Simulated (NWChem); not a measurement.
SiCl cation, singlet

Program: NWChem. Pople sets run with spherical d functions. Low-valent species are run as closed-shell singlets; no triplet was tried in these runs. Each level has its own optimisation; frequencies are unscaled.

Taking B3LYP/6-311++G** as the yardstick, which of these has the fewest basis functions while keeping “r Cl–Si (Å)” within 0.01 Å of it: B3LYP/STO-3G; B3LYP/3-21G; B3LYP/6-31G*; B3LYP/6-31+G*; B3LYP/6-311G**?

B3LYP/6-31G*.
```
level             basis functions  r Cl–Si (Å)  relative time (rough)
----------------  ---------------  -----------  ---------------------
B3LYP/STO-3G                   18        2.038                      1
B3LYP/3-21G                    26        2.102                      1
B3LYP/6-31G*                   36        1.979                      4
B3LYP/6-31+G*                  44        1.978                      6
B3LYP/6-311G**                 52        1.972                      5
B3LYP/6-311++G**               60        1.973                      7
```

The yardstick is one finite set, not the basis-set limit.
